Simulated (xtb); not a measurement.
xtb input:

```bash
xtb mol.xyz --gfn 2 --sp --chrg 1 --uhf 0
```
mol.xyz:
```
2

C     -0.00000000    -0.00000000    -1.56301822
Br     0.00000000     0.00000000     0.26794598
```

Problem. Predict the final energy.

Solution. -5.44714 Eh (GFN2-xTB).

This state (charge 1, singlet) is run at the relaxed geometry of the species with charge 0 and multiplicity 2.
